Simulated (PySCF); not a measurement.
FH6NOSi2. Atoms are numbered in the order given.

```xyz
11

O     -2.1435     1.1708    -0.5459
Si    -1.5434    -0.0552     0.4090
N     -0.1041    -0.8065    -0.2380
Si     1.5389    -0.5526     0.2216
F      2.1745     0.7574    -0.5192
H     -1.5551     1.9147    -0.7240
H     -1.1431     0.4318     1.7582
H     -2.6497    -1.0390     0.4668
H     -0.2382    -1.3379    -1.0980
H      1.5996    -0.2815     1.6767
H      2.3561    -1.7158    -0.2030
```

Coordinates come from a B3LYP-D3(BJ)/def2-SVP optimisation. The structure was generated by enumeration, and PubChem lists no compound with its InChIKey, so it may never have been made. One conformer was computed; it need not be the lowest.

All values below come from ωB97X/def2-TZVP in PySCF.

Isolated molecule, no solvent.

Computed frontier levels, gap, dipole moment and polarisability:
```
Quantity                                                                                                        Value
---------------------------------------------------------------------------------------------  ----------------------
highest occupied level                                                                                      -10.82 eV
lowest empty level                                                                                            2.26 eV
orbital gap                                                                                                  13.08 eV
dipole moment                                                                                                  0.93 D
quadrupole, principal values (traceless, Buckingham form, about the centre of nuclear charge)   -9.55, 2.06, 7.49 D·Å
mean static polarisability                                                                       58.1 bohr³ (8.61 Å³)
polarisability, principal values                                                               53.0, 54.1, 67.1 bohr³
```
